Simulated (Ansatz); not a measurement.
Consider the cleavage of the Sn–Si bond: `O[SiH2][SnH2][OH]` + `NC=O` → `O=C[NH][SnH2][OH]` + `O[SiH3]`.

Program: Ansatz. Geometries: PBE0-D4/def2-TZVP. ΔE: electronic, gas phase. CBS: MP2 limit from def2 TZ/QZ plus the TZ coupled-cluster correction, frozen cores. This one scheme is used for every species. Functionals use def2-TZVPP. def2 core potentials past Kr. For Sn outer-core shells are correlated without core-valence functions, which leaves a few kJ/mol of doubt a bond. Each species was taken in one conformer, which may not be the lowest.

`O[SiH2][SnH2][OH]`:

```xyz
10

O    -0.051   -2.099    0.744
Si    0.876   -1.056   -0.144
Sn   -0.359    1.177   -0.544
O    -0.597    2.093    1.193
H    -0.848   -2.444    0.339
H     1.262   -1.652   -1.456
H     2.096   -0.822    0.663
H     0.490    2.342   -1.456
H    -1.927    0.949   -1.212
H    -0.942    1.513    1.875
```

`NC=O`:

```xyz
6

N    -0.006    0.131    0.679
C     0.010   -0.126   -0.647
O     0.998   -0.382   -1.289
H     0.858    0.114    1.195
H    -0.862    0.339    1.159
H    -1.000   -0.076   -1.097
```

`O=C[NH][SnH2][OH]`:

Z-matrix (Å, degrees):
```
Sn
O 1 1.951
N 1 2.070 2 107.5
H 1 1.702 2 105.2 3 -111.6
H 1 1.698 2 113.8 3 120.5
H 2 0.963 1 108.7 3 -57.3
C 3 1.337 1 109.9 2 57.9
H 3 1.008 1 131.0 2 -117.7
O 7 1.223 3 121.5 1 1.0
H 7 1.104 3 116.8 1 -179.2
```

`O[SiH3]`:

```xyz
6

O     1.119   -0.622   -0.063
Si   -0.316    0.183   -0.151
H     1.454   -0.846    0.805
H    -1.426   -0.604    0.454
H    -0.577    0.392   -1.593
H    -0.254    1.496    0.548
```

```csv
level,ΔE (kJ/mol)
ωB97M-V,-21.0
SCS-MP2/def2-TZVPP,-32.3
```

(1) What does CCSD(T)/CBS give? (An estimate is asked.)

Largest T1 diagnostic among the species: 0.016.

## Answers

(1) Ansatz gave: -26.0 kJ/mol. The listed levels differ from it by 5.0, -6.3 kJ/mol.

From PBE to PBE0 (25 % exact exchange), in def2-TZVPP and without D4, ΔE moves by −4.1 kJ/mol. The D4 term adds −4.0 kJ/mol with B3LYP and −1.9 kJ/mol with PBE0; it sums over pairs of atoms, weighted by their polarisabilities, and B3LYP, whose exchange is more repulsive, gets the larger term.

B3LYP here is the variant with VWN-RPA as its local correlation; programs differ in this.
